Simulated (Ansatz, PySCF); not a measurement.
C2H4Al, SMILES `C=[CH][AlH-]` (lower singlet; C–C–Al–H torsion 136°) (charge -1, multiplicity 1). This singlet lies 0.70 eV below the relaxed triplet at the level B3LYP-D3(BJ)/def2-TZVPD (PySCF).

All values below come from LDA/aug-cc-pVTZ // B3LYP-D3(BJ)/def2-TZVPD run with Ansatz (an electronic-structure program).

Ansatz 0.2 input:
```yaml
crystal:
  periodic: [false, false, false]
  atoms:
    - { symbol: C, position_ang: [-1.163176, -0.237342, -0.102366] }
    - { symbol: C, position_ang: [0.024615, 0.330321, 0.152524] }
    - { symbol: Al, position_ang: [1.70173, 0.107789, -1.001398] }
    - { symbol: H, position_ang: [-1.320346, -0.835196, -1.001422] }
    - { symbol: H, position_ang: [-2.035456, -0.157043, 0.551095] }
    - { symbol: H, position_ang: [0.058688, 0.918595, 1.079476] }
    - { symbol: H, position_ang: [2.733946, -0.127123, 0.32209] }
basis:
  gaussian: { orbitals: aug-cc-pVTZ }
hamiltonian:
  xc: lda
total_charge: -1
```

Output:

```
Functional definition: SPW92
1002 factors; their error is unknown
mean field evaluation 1: about -8681.5486 eV, gradient 4.3e1 eV
mean field evaluation 2: about -8654.7425 eV, gradient 9.5e1 eV
mean field evaluation 4: about -8686.1982 eV, gradient 1.5e1 eV
mean field evaluation 8: about -8686.7765 eV, gradient 5.9e-2 eV
mean field evaluation 16: about -8686.7555 eV, gradient 5.9e-5 eV
mean field -8686.75551669 eV, -319.2323771438 hartree, gradient 5.9e-5 eV, S^2 0.000000; 0 other end points of the search recorded, 0 dependent functions left out
reference -8686.75558290 eV, -319.2323795772 hartree; 15, 15 occupied and 219, 219 virtual orbitals, 1002 factors
Total energy: -8686.75558290 eV, -319.2323795772 hartree
```
